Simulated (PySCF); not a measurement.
Orbital levels and atomic charges

System: C6F9K3O6 (salt aggregate), SMILES O=C([O-])C(F)(F)F.O=C([O-])C(F)(F)F.O=C([O-])C(F)(F)F.[K+].[K+].[K+].

Cartesian coordinates (Å):
```
  1 O    -2.5412   -0.8437   -0.7137
  2 C    -2.2031   -2.0209   -0.8713
  3 O    -2.0912   -2.9227   -0.0492
  4 C    -1.8128   -2.4032   -2.3590
  5 F    -1.7854   -1.2990   -3.1563
  6 F    -0.5871   -2.9375   -2.4338
  7 F    -2.6556   -3.2581   -2.9347
  8 O     1.2742   -0.8575    2.6579
  9 C     0.3208   -0.3144    3.2230
 10 O    -0.7883   -0.7591    3.4941
 11 C     0.5404    1.2045    3.5785
 12 F     0.2079    1.9681    2.5071
 13 F    -0.1974    1.6353    4.5965
 14 F     1.8213    1.5063    3.8600
 15 O     0.8083    0.2974   -1.0275
 16 C     1.7178    1.1280   -1.1445
 17 O     2.8032    1.1951   -0.5837
 18 C     1.4178    2.2734   -2.2005
 19 F     0.0736    2.4818   -2.3385
 20 F     1.9467    3.4494   -1.8839
 21 F     1.8501    1.9484   -3.4260
 22 K    -1.2409    0.6059   -1.7859
 23 K     2.6983   -0.1645    1.1564
 24 K    -1.5774   -1.9130    1.8351
```

Method: B3LYP/def2-SVP, gas phase, PySCF, fitting set def2-universal-JFIT up to Ne and JKFIT beyond, grid level 1.

Tight-binding distances from s-block cations to their ligands are unreliable.

**Question.** Give the orbital energies near the gap.

**Answer.** 
| orbital | eV |
| --- | --- |
| HOMO-4 | -7.99 |
| HOMO-3 | -7.90 |
| HOMO-2 | -7.86 |
| HOMO-1 | -7.74 |
| HOMO | -7.39 |
| LUMO | -0.72 |
| LUMO+1 | -0.44 |
| LUMO+2 | -0.27 |
| LUMO+3 | -0.19 |

**Question.** Give the partial charges of the non-hydrogen atoms.

**Answer.** 
| atom | Mulliken | Hirshfeld |
| --- | --- | --- |
| O1 | -0.39 | -0.32 |
| C2 | 0.15 | 0.16 |
| O3 | -0.36 | -0.32 |
| C4 | 0.52 | 0.25 |
| F5 | -0.21 | -0.09 |
| F6 | -0.17 | -0.08 |
| F7 | -0.15 | -0.08 |
| O8 | -0.39 | -0.32 |
| C9 | 0.16 | 0.16 |
| O10 | -0.35 | -0.32 |
| C11 | 0.50 | 0.25 |
| F12 | -0.20 | -0.09 |
| F13 | -0.15 | -0.08 |
| F14 | -0.18 | -0.09 |
| O15 | -0.41 | -0.31 |
| C16 | 0.17 | 0.17 |
| O17 | -0.36 | -0.31 |
| C18 | 0.51 | 0.26 |
| F19 | -0.21 | -0.09 |
| F20 | -0.14 | -0.08 |
| F21 | -0.17 | -0.08 |
| K22 | 0.59 | 0.41 |
| K23 | 0.61 | 0.50 |
| K24 | 0.61 | 0.50 |
